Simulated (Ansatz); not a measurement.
Start from `C[SiH](F)[SeH]` and change one atom or group to get `CO[Si](C)(F)[SeH]`.

Ansatz, PBE0-D4/def2-TZVP geometries, multiplicity 1. Each molecule was computed in one conformer, which needn't be the lowest.

Scalar relativity is left out up to krypton.

```json
{"property": "HOMO energy (PBE/def2-TZVPP) / eV", "`C[SiH](F)[SeH]`": "-6.14"}
{"property": "size of the dipole moment (B3LYP/def2-TZVPP) / D", "`C[SiH](F)[SeH]`": "1.91"}
{"property": "LUMO energy (PBE/def2-TZVPP) / eV", "`C[SiH](F)[SeH]`": "-0.86"}
{"property": "LUMO energy (ωB97M-V/def2-TZVPP) / eV", "`C[SiH](F)[SeH]`": "1.86"}
{"property": "HOMO–LUMO gap (PBE0/def2-TZVPP) / eV", "`C[SiH](F)[SeH]`": "7.33"}
{"property": "HOMO–LUMO gap (PBE/def2-TZVPP) / eV", "`C[SiH](F)[SeH]`": "5.28"}
```

Give the same properties after the change, and the shifts. (Estimate.)

Ansatz gave: 
| property | `CO[Si](C)(F)[SeH]` | shift |
| --- | --- | --- |
| HOMO energy (PBE/def2-TZVPP) / eV | -6.05 | 0.09 |
| size of the dipole moment (B3LYP/def2-TZVPP) / D | 2.82 | 0.91 |
| LUMO energy (PBE/def2-TZVPP) / eV | -0.88 | -0.02 |
| LUMO energy (ωB97M-V/def2-TZVPP) / eV | 1.76 | -0.10 |
| HOMO–LUMO gap (PBE0/def2-TZVPP) / eV | 7.22 | -0.11 |
| HOMO–LUMO gap (PBE/def2-TZVPP) / eV | 5.16 | -0.12 |

Dipoles are sizes alone; their direction can turn.

B3LYP here is the variant with VWN-RPA as its local correlation; programs differ in this.

Spin–orbit coupling is left out; it splits and shifts lone-pair levels of the heavy atoms by tenths of an eV.
